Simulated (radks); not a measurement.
The numbers below are computed, except where a source is named.
Question: The chromium ion Cr2+, 22 electrons, occupied as [Ar] 3d4. Level of theory: Dirac Kohn-Sham, LDA (Slater exchange, Perdew-Wang correlation), spin-unpolarised, spherical densities, finite nucleus; open shells fill j = l - 1/2 first; Fermi nuclear charge, rms radius 3.6452 fm (a radial shooting solver on a logarithmic mesh with Libxc functionals). Some entries of the table are withheld. Estimate them.

orbital,occ.,eigenvalue (eV),r(max) (bohr),<r> (bohr)
1s1/2,2,-5886.865,0.04168,0.06367
2s1/2,2,-686.7577,0.2441,0.2937
2p1/2,2,(1),0.1961,(2)
2p3/2,4,(3),0.1984,(4)
3s1/2,2,-94.7256,0.7763,0.8994
3p1/2,2,-67.0844,0.7909,0.9515
3p3/2,4,-66.0423,0.7978,0.9603
3d3/2,4,-23.1642,0.8138,1.224
3d5/2,0,-23.0687,0.8163,1.228

Answer: 
(1) 2p1/2 eigenvalue (eV): -587.3374
(2) 2p1/2 <r> (bohr): 0.2583
(3) 2p3/2 eigenvalue (eV): -578.7129
(4) 2p3/2 <r> (bohr): 0.2611
